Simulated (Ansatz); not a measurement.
C5H4N, SMILES n1cc[c]cc1, multiplicity 2.

The structure is a stationary point at ωB97X-D3(BJ)/def2-SVP. The isomer is the one that the SMILES or the coordinates give; other isomers of the formula were not compared.

Two levels are set side by side: PBE/def2-TZVPD (Ansatz, a quantum-chemistry and plane-wave program) and PBE0/def2-TZVPD (Ansatz). Energy differences of separate SCF runs at the same geometry; the states with an electron removed or added have multiplicity 1 and 1. Differences are taken from unrounded values.

```tsv
quantity	PBE0	PBE	PBE minus PBE0
vertical ionisation energy (eV)	9.23	8.63	-0.59
vertical electron affinity (eV)	0.87	0.93	0.06
```
